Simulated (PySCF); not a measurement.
Cost against size for one kind of job: PySCF, B3LYP/pcJ-1 indirect spin-spin coupling, non-relativistic, gas phase. Hardware: one thread of an x86-64 server, on a shared host. Other jobs ran on the host; a repeat could differ by tens of per cent or more.

```json
{"species (SMILES)": "N#CC/C=C\\F", "atoms": "10", "electrons": "44", "basis functions": "202", "SCF cycles": "14", "wall time": "?"}
{"species (SMILES)": "N#CC1(F)CC1", "atoms": "10", "electrons": "44", "basis functions": "202", "SCF cycles": "14", "wall time": "26 s"}
{"species (SMILES)": "F/C=C/[C@H]1C=N1", "atoms": "10", "electrons": "44", "basis functions": "202", "SCF cycles": "14", "wall time": "25 s"}
{"species (SMILES)": "NCc1cccnc1", "atoms": "16", "electrons": "58", "basis functions": "296", "SCF cycles": "14", "wall time": "?"}
{"species (SMILES)": "N#CCCCCC#N", "atoms": "16", "electrons": "58", "basis functions": "296", "SCF cycles": "14", "wall time": "?"}
```

**Question.** Estimate the withheld figures.

**Answer.** `N#CC/C=C\F`: 16 s; `NCc1cccnc1`: 60 s; `N#CCCCCC#N`: 75 s.

**Question.** Which species took longest, and how many times the shortest run?

**Answer.** `N#CCCCCC#N`, at 75 s: about 4.7 times the shortest (16 s).
